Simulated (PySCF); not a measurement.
Ga(AsH2)(F)2 (AsF2GaH2), SMILES [F][Ga]([F])[AsH2].

Geometry optimised at r2SCAN-D4/def2-SVP. The structure was generated by enumeration; whether it is a known compound was not checked.

Computed with M06-2X/def2-TZVP run with PySCF.

Symmetry labels are those of the subgroup Cs that the program uses (full group Cs).

Question: List the valence orbital energies around the gap with their symmetry. (The exact figures need the calculation; the answer reports its results.)

Answer: 
```csv
orbital,symmetry,energy (eV)
HOMO−7,A",-14.02
HOMO−6,A',-13.59
HOMO−5,A',-13.55
HOMO−4,A",-13.11
HOMO−3,A",-12.96
HOMO−2,A",-12.35
HOMO−1,A',-10.93
HOMO,A',-9.56
LUMO,A',-0.82
LUMO+1,A',-0.46
LUMO+2,A",0.37
LUMO+3,A',1.06
```
